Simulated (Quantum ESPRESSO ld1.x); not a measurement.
The numbers below are computed, except where a source is named.
Problem. Species: Ba2+. Configuration: [Kr] 4d10 5s2 5p5 6s1 (not the ground configuration). Level of theory: Dirac Kohn-Sham, BLYP, spin-unpolarised, spherical densities, point nucleus; open shells are shared between the two j in proportion to 2j + 1 (ld1.x of Quantum ESPRESSO 7.5).

Spin-orbit splittings of the eigenvalues, e(l+1/2) - e(l-1/2), with zeta = 2 splitting/(2l+1) and mean radii in bohr:

shell  occ.  splitting (eV)  zeta (eV)  <r> j=l-1/2  <r> j=l+1/2
2p        6           381.9      254.6      0.09192      0.09792
3p        6           73.81      49.20       0.2816       0.2935
3d       10           15.74      6.295       0.2644       0.2681
4p        6               ?          ?       0.6966       0.7239
4d       10           2.623      1.049       0.7937       0.8036
5p        5           2.272      1.515        1.802        1.877

Estimate the 4p splitting.

Solution. 15.43 eV (zeta = 10.29 eV).
